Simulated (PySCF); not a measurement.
A structure optimised at B3LYP-D3(BJ)/def2-SVP, used in a PySCF frequency run:

```xyz
5

Ge     0.0000     0.0000     1.0790
I      2.0867     0.0000    -0.3620
I     -2.0867     0.0000    -0.3620
H      0.0000     1.2850     1.9219
H      0.0000    -1.2850     1.9219
```
Charge 0, spin multiplicity 1.

### Question
Write its SMILES, formula and point group.

### Answer
[I][GeH2][I], GeH2I2, C2v

### Question
What are its rotational constants (standard atomic weights)?

### Answer
3.9388, 0.45591, 0.41083 GHz
